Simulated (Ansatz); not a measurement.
`CC(C)[O][Sn][OH]`, relaxed with RKS PBE0-D4/def2-TZVP in the Gaussian-basis code of Ansatz from a GFN2-xTB geometry. The force threshold is 0.005 eV/Å; the program also tests the step.

Charge 0, multiplicity 1. Sn: def2 effective core potential.

Start:

```xyz
14

C    -0.542   -1.190   -1.242
C    -0.172   -0.845    0.200
C     1.211   -0.202    0.258
O    -1.150   -0.015    0.759
Sn   -1.935    1.769    1.290
O    -0.441    3.145    1.074
H     0.185   -1.878   -1.667
H    -1.526   -1.649   -1.269
H    -0.567   -0.277   -1.834
H    -0.156   -1.775    0.792
H     1.433    0.087    1.283
H     1.218    0.690   -0.366
H     1.971   -0.895   -0.093
H     0.472    3.035    0.813
```

| step | energy (eV) | largest force (eV/Å) | largest move (Å) |
| --- | --- | --- | --- |
| 1 | -13163.4865 | 1.452 | 0.000 |
| 2 | -13163.6042 | 0.349 | 0.191 |
| 3 | -13163.6318 | 0.423 | 0.194 |
| 4 | -13163.6473 | 0.286 | 0.152 |
| 5 | -13163.6519 | 0.175 | 0.144 |
| 6 (rejected) | -13163.6150 | 0.792 | 0.064 |
| 7 | -13163.6541 | 0.043 | 0.031 |
| 8 | -13163.6553 | 0.022 | 0.079 |
| 9 | -13163.6554 | 0.034 | 0.049 |
| 10 | -13163.6557 | 0.042 | 0.012 |
| 11 | -13163.6558 | 0.029 | 0.016 |
| 12 | -13163.6560 | 0.014 | 0.032 |
| 13 | -13163.6562 | 0.016 | 0.034 |
| 14 | -13163.6563 | 0.015 | 0.009 |
| 15 | -13163.6563 | 0.009 | 0.008 |
| 16 (rejected) | -13163.6563 | 0.007 | 0.005 |
| 17 | -13163.6563 | 0.002 | 0.002 |

End:

```xyz
14

C    -0.536   -1.211   -1.225
C    -0.215   -0.748    0.185
C     1.118   -0.021    0.237
O    -1.287    0.013    0.675
Sn   -1.871    1.811    1.235
O    -0.199    2.874    1.165
H     0.235   -1.888   -1.602
H    -1.495   -1.732   -1.241
H    -0.600   -0.352   -1.898
H    -0.136   -1.638    0.828
H     1.337    0.321    1.252
H     1.115    0.837   -0.443
H     1.929   -0.684   -0.073
H     0.605    2.418    0.904
```

It took 44 s on 2 threads of an AMD EPYC 7R13 on a shared host and a share of an NVIDIA H100 80 GB, with 0.9 GiB of host memory at the peak.
